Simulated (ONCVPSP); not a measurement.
## Transferability test, ONCV potential for potassium

| Item | Value |
| --- | --- |
| Element | potassium (K) |
| Generator | ONCVPSP 4.0.1 |
| Type | optimised norm-conserving Vanderbilt (ONCV) |
| Functional | LDA (Perdew-Wang 92) |
| Relativity | scalar-relativistic |
| Frozen core | [Ne] |
| Valence charge | 9 |
| Reference configuration | 3s2 3p6 4s0.75 4p0.25 |
| Partial waves | 3s+4s: rc 1.95 bohr, ncon 4, nbas 8, qcut 7.1 1/bohr, 2 projectors; 3p+4p: rc 2.80 bohr, ncon 3, nbas 6, qcut 6.1 1/bohr, 2 projectors; d scattering state at 0.02 Ha: rc 2.65 bohr, ncon 4, nbas 7, qcut 3.4 1/bohr, 2 projectors, debl 2.4 Ha |
| Local potential | polynomial inside 1.40 bohr (lpopt 4, dvloc0 5.5 Ha) |
| Core correction | Teter function fitted to the true core (icmod 2), fcfact 0.55 |

Energies are relative to the spin-unpolarised reference configuration 3s2 3p6 4s0.75 4p0.25; without spin polarisation the order of configurations can differ from experiment.

```
valence configuration  charge  ΔE all-electron (eV)  error AE − PS (meV)
      3s2 3p6 4s1 4p0       0                -0.398                  0.0
      3s2 3p6 4s0 4p0      +1                 4.006                 -0.1
    3s2 3p6 4s0.5 4p0    +0.5                 1.310                  0.0
      3s2 3p6 4s0 4p1       0                 1.230                  0.0
```

Levels in the configuration 3s2 3p6 4s1 4p0:

```json
{"level": "3s", "all-electron (eV)": "-35.182", "pseudo (eV)": "-35.180"}
{"level": "3p", "all-electron (eV)": "-18.839", "pseudo (eV)": "-18.838"}
{"level": "4s", "all-electron (eV)": "-2.428", "pseudo (eV)": "-2.428"}
```
